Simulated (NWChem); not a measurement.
Species: GeH2O, singlet; SMILES [GeH][OH]

```xyz
4

Ge     0.0390    -0.4028     0.0000
H     -1.5993    -0.4816     0.0000
O      0.1342     1.4076     0.0000
H     -0.7458     1.8303     0.0000
```
Atoms are numbered in this order, from 1.

Level: PBE-D3(BJ)/def2-SVP (NWChem), optimised geometry, unscaled harmonic frequencies. Low-valent species are run as closed-shell singlets; no triplet was tried in these runs.

```json
[
 {"frequency (cm⁻¹)": "620", "IR intensity (km/mol)": "139.4"},
 {"frequency (cm⁻¹)": "642", "IR intensity (km/mol)": "140.1"},
 {"frequency (cm⁻¹)": "676", "IR intensity (km/mol)": "5.7"},
 {"frequency (cm⁻¹)": "878", "IR intensity (km/mol)": "24.5"},
 {"frequency (cm⁻¹)": "1743", "IR intensity (km/mol)": "446.1"},
 {"frequency (cm⁻¹)": "3714", "IR intensity (km/mol)": "68.7"}
]
```

```
Quantity                                                                           Result
-----------------------------------------------------------------------  ----------------
zero-point energy                                                           11.8 kcal/mol
thermal correction to the enthalpy at 298.15 K (with zero-point energy)     14.5 kcal/mol
heat capacity Cv                                                          9.3 cal/(mol K)
entropy at 298.15 K and 1 atm (symmetry number 1)                        61.3 cal/(mol K)
dipole moment                                                                      1.17 D
```

Rigid rotor and harmonic oscillator.
